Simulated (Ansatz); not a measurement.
Ansatz (a quantum-chemistry and plane-wave program) input for CH8O2Si2, SMILES C[Si](O)(O)[SiH3], r2SCAN-D4/def2-SVP. 

Ansatz 0.2 input:
```yaml
crystal:
  periodic: [false, false, false]
  atoms:
    - {symbol: Si, position_ang: [1.69692886, 0.87428339, -0.00696167]}
    - {symbol: Si, position_ang: [-0.33379106, -0.19998051, 0.01318327]}
    - {symbol: C, position_ang: [-1.79761013, 0.84065880, -0.63972705]}
    - {symbol: O, position_ang: [-0.32855710, -1.63253024, -0.79640429]}
    - {symbol: O, position_ang: [-0.56829095, -0.63009109, 1.56481871]}
    - {symbol: H, position_ang: [2.12363027, 1.18307768, -1.38318034]}
    - {symbol: H, position_ang: [2.80042096, 0.09848820, 0.56925884]}
    - {symbol: H, position_ang: [1.67212733, 2.15835200, 0.69956016]}
    - {symbol: H, position_ang: [-1.97126686, 1.70842233, -0.01098547]}
    - {symbol: H, position_ang: [-2.72152822, 0.26605670, -0.66554487]}
    - {symbol: H, position_ang: [-1.61331451, 1.20519420, -1.64699895]}
    - {symbol: H, position_ang: [-0.25084772, -1.65947688, -1.74418111]}
    - {symbol: H, position_ang: [-1.16270516, -1.34333646, 1.78601606]}
basis:
  gaussian:
    orbitals: def2-SVP
hamiltonian:
  xc: r2scan
  dispersion: d4
relax: {f_tol: 0.002, max_steps: 200}
```

Output:

```
WARN ansatz: RAYON_NUM_THREADS=1 ignored (pool sized by the plan → 1); use --threads N
Functional definition: r2SCAN
integrals: 0.07 GiB planned
1300 factors; their error is unknown
mean field: 0.37 GiB planned
mean field evaluation 1: about -20993.5588 eV, gradient 8.0e1 eV
mean field evaluation 2: about -20974.5825 eV, gradient 1.2e2 eV
mean field evaluation 4: about -21005.9311 eV, gradient 6.3e0 eV
mean field evaluation 8: about -21006.0286 eV, gradient 2.0e-1 eV
mean field evaluation 16: about -21005.9460 eV, gradient 1.4e-4 eV
mean field -21005.94598155 eV, -771.9542764804 hartree, gradient 3.1e-5 eV, S^2 0.000000; 0 other end points of the search recorded, 0 dependent functions left out
the calculation of the forces begins
reference -21005.94599292 eV, -771.9542768984 hartree; 29, 29 occupied and 89, 89 virtual orbitals, 1300 factors
relax step   1: F+E_penalty+E_count = -21006.01894457 eV  Δ(F+E_penalty+E_count) = +0.000e0 eV  max|allowed force component| = 1.207e0 eV/Å  Δτ_max = 0.0000 Å  (28 SCF iters, accepted)
these checks for a lower state are left out or cut short: starts, cluster_reference, orbital_swaps, neighbouring_geometries, increment
integrals: 0.07 GiB planned
1300 factors; their error is unknown
mean field: 0.37 GiB planned
mean field -21006.05902112 eV, -771.9584306080 hartree, gradient 2.0e-5 eV, S^2 0.000000; 0 other end points of the search recorded, 0 dependent functions left out
the calculation of the forces begins
reference -21006.05903255 eV, -771.9584310279 hartree; 29, 29 occupied and 89, 89 virtual orbitals, 1300 factors
[...]
these checks for a lower state are left out or cut short: starts, cluster_reference, orbital_swaps, neighbouring_geometries, increment
integrals: 0.07 GiB planned
1300 factors; their error is unknown
mean field: 0.37 GiB planned
mean field -21006.08765582 eV, -771.9594829137 hartree, gradient 6.8e-6 eV, S^2 0.000000; 0 other end points of the search recorded, 0 dependent functions left out
the calculation of the forces begins
reference -21006.08766730 eV, -771.9594833355 hartree; 29, 29 occupied and 89, 89 virtual orbitals, 1300 factors
relax step  10: F+E_penalty+E_count = -21006.16071707 eV  Δ(F+E_penalty+E_count) = +1.563e-3 eV  max|allowed force component| = 3.948e-1 eV/Å  Δτ_max = 0.0888 Å  (29 SCF iters, rejected (line search))
these checks for a lower state are left out or cut short: starts, cluster_reference, orbital_swaps, neighbouring_geometries, increment
integrals: 0.07 GiB planned
1300 factors; their error is unknown
mean field: 0.36 GiB planned
mean field -21006.08899456 eV, -771.9595321116 hartree, gradient 2.0e-5 eV, S^2 0.000000; 0 other end points of the search recorded, 0 dependent functions left out
the calculation of the forces begins
reference -21006.08900600 eV, -771.9595325322 hartree; 29, 29 occupied and 89, 89 virtual orbitals, 1300 factors
relax step  11: F+E_penalty+E_count = -21006.16201545 eV  Δ(F+E_penalty+E_count) = +2.650e-4 eV  max|allowed force component| = 5.441e-2 eV/Å  Δτ_max = 0.0444 Å  (30 SCF iters, rejected (line search))
these checks for a lower state are left out or cut short: starts, cluster_reference, orbital_swaps, neighbouring_geometries, increment
integrals: 0.07 GiB planned
1300 factors; their error is unknown
mean field: 0.37 GiB planned
mean field -21006.08955068 eV, -771.9595525485 hartree, gradient 2.0e-5 eV, S^2 0.000000; 0 other end points of the search recorded, 0 dependent functions left out
the calculation of the forces begins
reference -21006.08956212 eV, -771.9595529689 hartree; 29, 29 occupied and 89, 89 virtual orbitals, 1300 factors
relax step  12: F+E_penalty+E_count = -21006.16258614 eV  Δ(F+E_penalty+E_count) = -3.057e-4 eV  max|allowed force component| = 8.729e-3 eV/Å  Δτ_max = 0.0220 Å  (30 SCF iters, accepted)
these checks for a lower state are left out or cut short: starts, cluster_reference, orbital_swaps, neighbouring_geometries, increment
integrals: 0.07 GiB planned
1300 factors; their error is unknown
mean field: 0.36 GiB planned
mean field evaluation 96: about -21006.1536 eV, gradient 2.4e0 eV
mean field -21006.08960919 eV, -771.9595546987 hartree, gradient 2.2e-5 eV, S^2 0.000000; 0 other end points of the search recorded, 0 dependent functions left out
the calculation of the forces begins
reference -21006.08962065 eV, -771.9595551201 hartree; 29, 29 occupied and 89, 89 virtual orbitals, 1300 factors
relax step  13: F+E_penalty+E_count = -21006.16263163 eV  Δ(F+E_penalty+E_count) = -4.548e-5 eV  max|allowed force component| = 1.571e-1 eV/Å  Δτ_max = 0.0602 Å  (29 SCF iters, accepted)
these checks for a lower state are left out or cut short: starts, cluster_reference, orbital_swaps, neighbouring_geometries, increment
integrals: 0.07 GiB planned
1300 factors; their error is unknown
mean field: 0.37 GiB planned
mean field -21006.08987336 eV, -771.9595644068 hartree, gradient 2.1e-5 eV, S^2 0.000000; 0 other end points of the search recorded, 0 dependent functions left out
the calculation of the forces begins
reference -21006.08988482 eV, -771.9595648280 hartree; 29, 29 occupied and 89, 89 virtual orbitals, 1300 factors
relax step  14: F+E_penalty+E_count = -21006.16290731 eV  Δ(F+E_penalty+E_count) = -2.757e-4 eV  max|allowed force component| = 5.807e-2 eV/Å  Δτ_max = 0.0105 Å  (31 SCF iters, accepted)
these checks for a lower state are left out or cut short: starts, cluster_reference, orbital_swaps, neighbouring_geometries, increment
integrals: 0.07 GiB planned
1300 factors; their error is unknown
mean field: 0.37 GiB planned
mean field -21006.08997001 eV, -771.9595679588 hartree, gradient 7.8e-6 eV, S^2 0.000000; 0 other end points of the search recorded, 0 dependent functions left out
the calculation of the forces begins
reference -21006.08998147 eV, -771.9595683800 hartree; 29, 29 occupied and 89, 89 virtual orbitals, 1300 factors
relax step  15: F+E_penalty+E_count = -21006.16300067 eV  Δ(F+E_penalty+E_count) = -9.336e-5 eV  max|allowed force component| = 1.030e-2 eV/Å  Δτ_max = 0.0039 Å  (24 SCF iters, accepted)
these checks for a lower state are left out or cut short: starts, cluster_reference, orbital_swaps, neighbouring_geometries, increment
integrals: 0.07 GiB planned
1300 factors; their error is unknown
mean field: 0.37 GiB planned
mean field -21006.09008037 eV, -771.9595720142 hartree, gradient 2.1e-5 eV, S^2 0.000000; 0 other end points of the search recorded, 0 dependent functions left out
the calculation of the forces begins
reference -21006.09009183 eV, -771.9595724357 hartree; 29, 29 occupied and 89, 89 virtual orbitals, 1300 factors
relax step  16: F+E_penalty+E_count = -21006.16310756 eV  Δ(F+E_penalty+E_count) = -1.069e-4 eV  max|allowed force component| = 1.002e-2 eV/Å  Δτ_max = 0.0199 Å  (30 SCF iters, accepted)
these checks for a lower state are left out or cut short: starts, cluster_reference, orbital_swaps, neighbouring_geometries, increment
integrals: 0.07 GiB planned
1300 factors; their error is unknown
mean field: 0.37 GiB planned
mean field evaluation 128: about -21006.0901 eV, gradient 2.3e-5 eV
mean field -21006.09012940 eV, -771.9595738162 hartree, gradient 2.3e-5 eV, S^2 0.000000; 0 other end points of the search recorded, 0 dependent functions left out
the calculation of the forces begins
reference -21006.09014090 eV, -771.9595742386 hartree; 29, 29 occupied and 89, 89 virtual orbitals, 1300 factors
relax step  17: F+E_penalty+E_count = -21006.16315053 eV  Δ(F+E_penalty+E_count) = -4.297e-5 eV  max|allowed force component| = 7.229e-2 eV/Å  Δτ_max = 0.0486 Å  (29 SCF iters, accepted)
these checks for a lower state are left out or cut short: starts, cluster_reference, orbital_swaps, neighbouring_geometries, increment
integrals: 0.07 GiB planned
1300 factors; their error is unknown
mean field: 0.37 GiB planned
mean field -21006.09018772 eV, -771.9595759596 hartree, gradient 2.1e-5 eV, S^2 0.000000; 0 other end points of the search recorded, 0 dependent functions left out
the calculation of the forces begins
reference -21006.09019921 eV, -771.9595763817 hartree; 29, 29 occupied and 89, 89 virtual orbitals, 1300 factors
relax step  18: F+E_penalty+E_count = -21006.16320603 eV  Δ(F+E_penalty+E_count) = -5.549e-5 eV  max|allowed force component| = 1.047e-2 eV/Å  Δτ_max = 0.0095 Å  (30 SCF iters, accepted)
these checks for a lower state are left out or cut short: starts, cluster_reference, orbital_swaps, neighbouring_geometries, increment
integrals: 0.07 GiB planned
1300 factors; their error is unknown
mean field: 0.37 GiB planned
mean field -21006.09019023 eV, -771.9595760518 hartree, gradient 2.6e-5 eV, S^2 0.000000; 0 other end points of the search recorded, 0 dependent functions left out
the calculation of the forces begins
reference -21006.09020172 eV, -771.9595764739 hartree; 29, 29 occupied and 89, 89 virtual orbitals, 1300 factors
relax step  19: F+E_penalty+E_count = -21006.16321193 eV  Δ(F+E_penalty+E_count) = -5.907e-6 eV  max|allowed force component| = 3.980e-3 eV/Å  Δτ_max = 0.0029 Å  (22 SCF iters, accepted)
these checks for a lower state are left out or cut short: starts, cluster_reference, orbital_swaps, neighbouring_geometries, increment
integrals: 0.07 GiB planned
1300 factors; their error is unknown
mean field: 0.37 GiB planned
mean field -21006.09019796 eV, -771.9595763357 hartree, gradient 1.6e-5 eV, S^2 0.000000; 0 other end points of the search recorded, 0 dependent functions left out
the calculation of the forces begins
reference -21006.09020945 eV, -771.9595767580 hartree; 29, 29 occupied and 89, 89 virtual orbitals, 1300 factors
relax step  20: F+E_penalty+E_count = -21006.16321746 eV  Δ(F+E_penalty+E_count) = -5.531e-6 eV  max|allowed force component| = 2.277e-3 eV/Å  Δτ_max = 0.0044 Å  (23 SCF iters, accepted)
these checks for a lower state are left out or cut short: starts, cluster_reference, orbital_swaps, neighbouring_geometries, increment
integrals: 0.07 GiB planned
1300 factors; their error is unknown
mean field: 0.37 GiB planned
mean field -21006.09020141 eV, -771.9595764623 hartree, gradient 1.1e-5 eV, S^2 0.000000; 0 other end points of the search recorded, 0 dependent functions left out
the calculation of the forces begins
reference -21006.09021290 eV, -771.9595768846 hartree; 29, 29 occupied and 89, 89 virtual orbitals, 1300 factors
relax step  21: F+E_penalty+E_count = -21006.16321954 eV  Δ(F+E_penalty+E_count) = -2.073e-6 eV  max|allowed force component| = 8.341e-4 eV/Å  Δτ_max = 0.0028 Å  (23 SCF iters, accepted)
integrals: 0.07 GiB planned
1300 factors; their error is unknown
mean field: 0.37 GiB planned
mean field evaluation 160: about -21006.0793 eV, gradient 6.1e0 eV
mean field -21006.09020141 eV, -771.9595764623 hartree, gradient 1.1e-5 eV, S^2 0.000000; 1 other end points of the search recorded, 0 dependent functions left out
the calculation of the forces begins
reference -21006.09021290 eV, -771.9595768846 hartree; 29, 29 occupied and 89, 89 virtual orbitals, 1300 factors
Total energy: -21006.16323103 eV, -771.9622602515 hartree
Atom 0 at     1.704230     0.920206    -0.003188 Å, force     0.000408     0.000265    -0.000149 eV/Å
Atom 1 at    -0.342490    -0.227021     0.033942 Å, force    -0.000649     0.000641    -0.000388 eV/Å
Atom 2 at    -1.736039     0.817838    -0.659797 Å, force     0.000416     0.000194     0.000013 eV/Å
Atom 3 at    -0.260160    -1.676225    -0.803463 Å, force    -0.000107    -0.000061     0.000834 eV/Å
Atom 4 at    -0.583467    -0.632157     1.629809 Å, force    -0.000017    -0.000323     0.000417 eV/Å
Atom 5 at     2.049574     1.298133    -1.412703 Å, force    -0.000024    -0.000050    -0.000050 eV/Å
Atom 6 at     2.810849     0.068766     0.531191 Å, force    -0.000065    -0.000143    -0.000172 eV/Å
Atom 7 at     1.641868     2.183885     0.797364 Å, force    -0.000228    -0.000085     0.000276 eV/Å
Atom 8 at    -1.864724     1.739323    -0.068933 Å, force     0.000062    -0.000133    -0.000053 eV/Å
Atom 9 at    -2.692860     0.268226    -0.640307 Å, force     0.000024    -0.000051     0.000085 eV/Å
Atom 10 at    -1.540660     1.118655    -1.703104 Å, force    -0.000134    -0.000138     0.000114 eV/Å
Atom 11 at    -0.445157    -1.648326    -1.748996 Å, force     0.000176    -0.000244    -0.000452 eV/Å
Atom 12 at    -1.195770    -1.362184     1.787038 Å, force     0.000138     0.000128    -0.000475 eV/Å
Dipole moment:    -0.450957    -0.077976    -0.340686 e Å
```

The run converged.

Cost: about 110 core-seconds (a rough figure).
